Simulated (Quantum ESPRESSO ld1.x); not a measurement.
Coherent X-ray form factor from a spherical all-electron density. All-electron calculation, Dirac Kohn-Sham, PBE, spin-unpolarised, spherical densities, point nucleus. Program: ld1.x of Quantum ESPRESSO 7.5.

| sin(theta)/lambda (1/angstrom) | f0 (electrons) |
|---|---|
| 0.05 | 67.749 |
| 0.1 | 64.891 |
| 0.15 | 61.580 |
| 0.2 | 58.153 |
| 0.25 | 54.674 |
| 0.3 | 51.243 |
| 0.4 | 44.933 |
| 0.5 | 39.602 |
| 0.6 | 35.139 |
| 0.8 | 28.111 |
| 1 | 23.049 |
| 1.25 | 18.906 |
| 1.5 | 16.330 |
| 2 | 12.840 |

The species is in the configuration that NIST lists as its ground one. Which atom or ion scatters so?

Answer. Neutral thulium, [Xe] 4f13 6s2. Extrapolating in s^2 from the first two rows gives f0(0) = 68.7, near the electron count 69; among species with that count, the fall with angle is slower the higher Z, and the table is that of Z = 69; from so few rows the species is fixed only to a neighbour or two.
